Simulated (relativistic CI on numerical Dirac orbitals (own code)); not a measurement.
## Crystal-field levels of Ru5+, 4d3

Calculated by Dirac-Coulomb-Breit CI, KLI orbitals optimised for each configuration, model QED, valence Slater integrals scaled by 0.7, one configuration in a parametric crystal field (own radial code).

Field parameters in Wybourne normalisation: D3d B²₀ = −7Dσ, B⁴₀ = −14Dq − 21Dτ, B⁴₃ = −14√(10/7) Dq. The field is a parameter set, without covalency.

S and J are read from ⟨S²⟩ = S(S + 1) and ⟨J²⟩ = J(J + 1) of each level; they are not fictitious spins.

D3d, 10Dq = 38900, Dσ = -1200, Dτ = 350 cm⁻¹, the lowest 16 levels:

| E (cm⁻¹) | Degeneracy | Irrep | S | J |
| --- | --- | --- | --- | --- |
| 0.0 | 2 | Γ4 | 1.50 | 3.40 |
| 37.0 | 2 | Γ5+Γ6 | 1.50 | 3.41 |
| 13912 | 2 | Γ4 | 0.51 | 3.87 |
| 13922 | 2 | Γ5+Γ6 | 0.51 | 4.12 |
| 14316 | 2 | Γ4 | 0.51 | 3.95 |
| 14455 | 2 | Γ5+Γ6 | 0.50 | 3.89 |
| 14918 | 2 | Γ4 | 0.50 | 3.62 |
| 22396 | 2 | Γ4 | 0.51 | 3.53 |
| 23313 | 2 | Γ5+Γ6 | 0.51 | 3.50 |
| 23683 | 2 | Γ4 | 0.51 | 3.77 |
| 39921 | 2 | Γ4 | 1.50 | 3.17 |
| 40149 | 2 | Γ4 | 1.49 | 3.34 |
| 40361 | 2 | Γ5+Γ6 | 1.49 | 3.40 |
| 40718 | 2 | Γ4 | 1.50 | 3.55 |
| 41064 | 2 | Γ5+Γ6 | 1.49 | 3.34 |
| 41258 | 2 | Γ4 | 1.50 | 3.55 |

Principal g values of the ground doublet: 1.91, 3.78, 3.78.

D3d, 10Dq = 38900, Dσ = -980, Dτ = 350 cm⁻¹, the lowest 16 levels:

| E (cm⁻¹) | Degeneracy | Irrep | S | J |
| --- | --- | --- | --- | --- |
| 0.0 | 2 | Γ4 | 1.50 | 3.40 |
| 31.9 | 2 | Γ5+Γ6 | 1.50 | 3.41 |
| 13948 | 2 | Γ5+Γ6 | 0.51 | 4.15 |
| 13993 | 2 | Γ4 | 0.51 | 3.84 |
| 14370 | 2 | Γ5+Γ6 | 0.50 | 3.85 |
| 14404 | 2 | Γ4 | 0.51 | 4.01 |
| 14887 | 2 | Γ4 | 0.50 | 3.62 |
| 22478 | 2 | Γ4 | 0.51 | 3.52 |
| 23339 | 2 | Γ5+Γ6 | 0.51 | 3.51 |
| 23481 | 2 | Γ4 | 0.51 | 3.76 |
| 39958 | 2 | Γ4 | 1.50 | 3.15 |
| 40222 | 2 | Γ4 | 1.49 | 3.33 |
| 40399 | 2 | Γ5+Γ6 | 1.49 | 3.37 |
| 40819 | 2 | Γ4 | 1.49 | 3.54 |
| 40853 | 2 | Γ5+Γ6 | 1.49 | 3.39 |
| 41033 | 2 | Γ4 | 1.50 | 3.59 |

Principal g values of the ground doublet: 1.91, 3.78, 3.78.

D3d, 10Dq = 38900, Dσ = -760, Dτ = 350 cm⁻¹, the lowest 16 levels:

| E (cm⁻¹) | Degeneracy | Irrep | S | J |
| --- | --- | --- | --- | --- |
| 0.0 | 2 | Γ4 | 1.50 | 3.40 |
| 26.7 | 2 | Γ5+Γ6 | 1.50 | 3.41 |
| 13897 | 2 | Γ5+Γ6 | 0.51 | 4.11 |
| 14035 | 2 | Γ4 | 0.51 | 3.83 |
| 14294 | 2 | Γ5+Γ6 | 0.50 | 3.87 |
| 14463 | 2 | Γ4 | 0.51 | 4.05 |
| 14847 | 2 | Γ4 | 0.50 | 3.62 |
| 22547 | 2 | Γ4 | 0.51 | 3.51 |
| 23368 | 2 | Γ4 | 0.51 | 3.77 |
| 23434 | 2 | Γ5+Γ6 | 0.51 | 3.51 |
| 39951 | 2 | Γ4 | 1.50 | 3.14 |
| 40269 | 2 | Γ4 | 1.49 | 3.33 |
| 40318 | 2 | Γ5+Γ6 | 1.49 | 3.32 |
| 40749 | 2 | Γ5+Γ6 | 1.49 | 3.45 |
| 40800 | 2 | Γ4 | 1.49 | 3.50 |
| 40946 | 2 | Γ4 | 1.50 | 3.64 |

Principal g values of the ground doublet: 1.91, 3.79, 3.79.

The free-ion ground term has S = 3/2. Every field shown keeps that spin.

Levels of this model without a field, named by their leading LS term (the scale mimics covalency, so terms lie below those of the real free ion): 4F_3/2 0, 4F_5/2 1453, 4F_7/2 3156, 4F_9/2 4941, 4P_3/2 11752, 4P_1/2 11998, 2G_7/2 13607, 4P_5/2 14246 cm⁻¹.
